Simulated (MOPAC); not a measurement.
Input file for MOPAC: PM6 on C2H5BO (SMILES C=CBO).

```
PM6 1SCF PRECISE CHARGE=0 THREADS=1
C2H5BO

C      1.29842025 1     0.21248894 1     0.29140918 1
C      0.41196808 1    -0.27959354 1    -0.57687677 1
B     -1.11665075 1    -0.39437479 1    -0.28841871 1
O     -1.76133177 1     0.42094288 1     0.58490491 1
H      1.00117858 1     0.58790817 1     1.26720409 1
H      2.36321647 1     0.24403678 1     0.08942391 1
H      0.79668052 1    -0.67635750 1    -1.51346836 1
H     -1.79476281 1    -1.22099938 1    -0.81987295 1
H     -1.19871859 1     1.10594845 1     0.96569468 1
```

The log:

```
*******************************************************************************
 **                                                                           **
 **                              MOPAC v23.2.5                                **
 **                                                                           **
 *******************************************************************************
 ** MOPAC's Digital Object Identifier: https://doi.org/10.5281/zenodo.6511958 **
 **                                                                           **
 ** Please cite the open-source release paper for use of this MOPAC version:  **
 ** J. E. Moussa and J. J. P. Stewart (2026)                                  **
 ** MOPAC: An open-source semiempirical molecular orbital program             **
 ** J. Open Source Softw., 11(119), 8025, https://doi.org/10.21105/joss.08025 **
 *******************************************************************************

                              PM6 CALCULATION RESULTS

 *******************************************************************************
 *  PM6        - The PM6 Hamiltonian to be used
 *
 *
 *
 *                 CHARGE ON SYSTEM = 0
 *
 *
 *
 *  PRECISE    - TIGHTER CRITERIA TO BE USED
 *  1SCF       - DO 1 SCF AND THEN STOP
 *  THREADS=1  - MULTI-THREADING NOT USED
 *  T=         - A TIME OF 172800.0 SECONDS REQUESTED
 *  DUMP=N     - RESTART FILE WRITTEN EVERY 7200.0 SECONDS REQUESTED
 *******************************************************************************
PM6 1SCF PRECISE CHARGE=0 THREADS=1
 C2H5BO

   ATOM   CHEMICAL          X               Y               Z
  NUMBER   SYMBOL      (ANGSTROMS)     (ANGSTROMS)     (ANGSTROMS)

     1       C          1.29842025  *   0.21248894  *   0.29140918  *
     2       C          0.41196808  *  -0.27959354  *  -0.57687677  *
     3       B         -1.11665075  *  -0.39437479  *  -0.28841871  *
     4       O         -1.76133177  *   0.42094288  *   0.58490491  *
     5       H          1.00117858  *   0.58790817  *   1.26720409  *
     6       H          2.36321647  *   0.24403678  *   0.08942391  *
     7       H          0.79668052  *  -0.67635750  *  -1.51346836  *
     8       H         -1.79476281  *  -1.22099938  *  -0.81987295  *
     9       H         -1.19871859  *   1.10594845  *   0.96569468  *



          CARTESIAN COORDINATES

    NO.       ATOM           X           Y           Z

     1         C          1.2984      0.2125      0.2914
     2         C          0.4120     -0.2796     -0.5769
     3         B         -1.1167     -0.3944     -0.2884
     4         O         -1.7613      0.4209      0.5849
     5         H          1.0012      0.5879      1.2672
     6         H          2.3632      0.2440      0.0894
     7         H          0.7967     -0.6764     -1.5135
     8         H         -1.7948     -1.2210     -0.8199
     9         H         -1.1987      1.1059      0.9657

 General Reference for PM6:
 "Optimization of Parameters for Semiempirical Methods V: Modification of NDDO Approximations
 and Application to 70 Elements", J. J. P. Stewart, J. Mol. Mod., 13, 1173-1213 (2007)
 URL: https://link.springer.com/article/10.1007/s00894-007-0233-4

           Empirical Formula: C2 H5 O B  =     9 atoms



      MOLECULAR POINT GROUP   :   C1


      RHF CALCULATION, NO. OF DOUBLY OCCUPIED LEVELS = 11


 -------------------------------------------------------------------------------
 PM6 1SCF PRECISE CHARGE=0 THREADS=1
 C2H5BO



     1SCF WAS SPECIFIED, SO BFGS WAS NOT USED
     SCF FIELD WAS ACHIEVED


                              PM6 CALCULATION
                                                       MOPAC v23.2.5 Linux




          FINAL HEAT OF FORMATION =        -55.93259 KCAL/MOL =    -234.02195 KJ/MOL


          COSMO AREA              =        100.91 SQUARE ANGSTROMS
          COSMO VOLUME            =         84.72 CUBIC ANGSTROMS

          IONIZATION POTENTIAL    =         10.679191 EV
          HOMO LUMO ENERGIES (EV) =        -10.679  0.136
          NO. OF FILLED LEVELS    =         11
          MOLECULAR WEIGHT        =         55.8709         POINT GROUP:  C1

          MOLECULAR DIMENSIONS (Angstroms)

            Atom       Atom       Distance
            H     8    H     6     4.50133
            H     9    H     7     3.56698
            H     5    H     7     0.86078


          SCF CALCULATIONS        =          1





   ATOM   CHEMICAL          X               Y               Z
  NUMBER   SYMBOL      (ANGSTROMS)     (ANGSTROMS)     (ANGSTROMS)

     1       C          1.29842025  *   0.21248894  *   0.29140918  *
     2       C          0.41196808  *  -0.27959354  *  -0.57687677  *
     3       B         -1.11665075  *  -0.39437479  *  -0.28841871  *
     4       O         -1.76133177  *   0.42094288  *   0.58490491  *
     5       H          1.00117858  *   0.58790817  *   1.26720409  *
     6       H          2.36321647  *   0.24403678  *   0.08942391  *
     7       H          0.79668052  *  -0.67635750  *  -1.51346836  *
     8       H         -1.79476281  *  -1.22099938  *  -0.81987295  *
     9       H         -1.19871859  *   1.10594845  *   0.96569468  *

                             CARTESIAN COORDINATES

   1    C        1.298420250     0.212488940     0.291409180
   2    C        0.411968080    -0.279593540    -0.576876770
   3    B       -1.116650750    -0.394374790    -0.288418710
   4    O       -1.761331770     0.420942880     0.584904910
   5    H        1.001178580     0.587908170     1.267204090
   6    H        2.363216470     0.244036780     0.089423910
   7    H        0.796680520    -0.676357500    -1.513468360
   8    H       -1.794762810    -1.220999380    -0.819872950
   9    H       -1.198718590     1.105948450     0.965694680


           Empirical Formula: C2 H5 O B  =     9 atoms



      MOLECULAR POINT GROUP   :   C1


                  EIGENVALUES
 -30.76779 -26.77153 -20.57582 -19.71260 -16.69249 -14.95936 -13.96507 -13.49502
 -12.55802 -10.90351 -10.67919   0.13592   1.75586   2.22745   3.68180   5.00743
   5.52330   5.55927   5.99941   6.18422   6.44747


              NET ATOMIC CHARGES AND DIPOLE CONTRIBUTIONS

  ATOM NO.   TYPE          CHARGE      No. of ELECS.   s-Pop       p-Pop
    1          C          -0.294919        4.2949     1.12433     3.17059
    2          C          -0.259580        4.2596     1.14541     3.11417
    3          B           0.186689        2.8133     1.04824     1.76507
    4          O          -0.456450        6.4565     1.72906     4.72739
    5          H           0.135295        0.8647     0.86471
    6          H           0.148102        0.8519     0.85190
    7          H           0.143964        0.8560     0.85604
    8          H           0.074896        0.9251     0.92510
    9          H           0.322003        0.6780     0.67800
 DIPOLE           X         Y         Z       TOTAL
 POINT-CHG.     0.890     0.130    -0.195     0.921
 HYBRID         0.567     0.626     0.481     0.972
 SUM            1.457     0.756     0.286     1.666


          ATOMIC ORBITAL ELECTRON POPULATIONS

     Atom    s        px        py        pz
    1  C   1.12433   1.09440   1.00330   1.07288
    2  C   1.14541   1.07979   0.97510   1.05928
    3  B   1.04824   0.74047   0.57114   0.45346
    4  O   1.72906   1.62427   1.49696   1.60617
    5  H   0.86471
    6  H   0.85190
    7  H   0.85604
    8  H   0.92510
    9  H   0.67800

 **********************
 *                    *
 * JOB ENDED NORMALLY *
 *                    *
 **********************




 == MOPAC DONE ==
```

The run finished.

Cost: around 0.04 core-seconds (rough).
